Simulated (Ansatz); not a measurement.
Gas-phase electronic energies from Ansatz, PBE0-D4/def2-TZVP geometries. CCSD(T)/CBS adds triple-zeta CCSD(T) − MP2 to the extrapolated MP2 energy (def2 sets, frozen cores). Functionals use def2-TZVPP. HSE06 is defined as in plane-wave codes. For Ge outer-core shells are correlated without core-valence functions, which leaves a few kJ/mol of doubt a bond. Scalar relativity is left out up to krypton. One conformer a species, not always the lowest.

Consider the redistribution: `O[SiH](Cl)[SiH2][SiH3]` + `C[O][Ge][NH2]` → `[NH2][Ge][O][SiH3]` + `C[SiH2][SiH](O)Cl`.

Question: Is it downhill or uphill in electronic energy at CCSD(T)/CBS, and by how much? (An estimate is asked.)

Answer: The calculation gave: Downhill: ΔE = -45.2 kcal/mol.

Question: What do these levels give: LDA (SPW92), r2SCAN0-D4, HSE06-D4, B2PLYP, PBE-QIDH, revPBE, BLYP, LC-ωPBE, RPA@PBE/def2-TZVPP, CCSD/def2-SVP, SCS-MP2/def2-QZVPP, HF/CBS(def2)? (An estimate is asked.)

Answer: The calculation gave: LDA (SPW92) -38.1, r2SCAN0-D4 -44.3, HSE06-D4 -40.6, B2PLYP -45.6, PBE-QIDH -44.5, revPBE -38.0, BLYP -42.0, LC-ωPBE -43.2, RPA@PBE/def2-TZVPP -43.2, CCSD/def2-SVP -40.4, SCS-MP2/def2-QZVPP -48.1, HF/CBS(def2) -49.9 kcal/mol.

Question: What do rigid-rotor, harmonic-oscillator terms from PBE0-D4/def2-TZVP frequencies (298.15 K, 1 bar) make of the CCSD(T)/CBS value? (Estimate.)

Answer: The calculation gave: ΔZPE = -0.2 kcal/mol, ΔH = -45.6 kcal/mol, ΔS = 1 J/(mol·K), ΔG = -45.6 kcal/mol. Modes under 50 cm⁻¹ make the entropy rough.

Largest T1 diagnostic among the species: 0.014.

At CCSD(T), def2-SVP lies +5.6 kcal/mol from the extrapolated value and def2-TZVPP +0.5 kcal/mol. From BLYP to BHLYP (50 % exact exchange), in def2-TZVPP and without D4, ΔE moves by −4.9 kcal/mol.
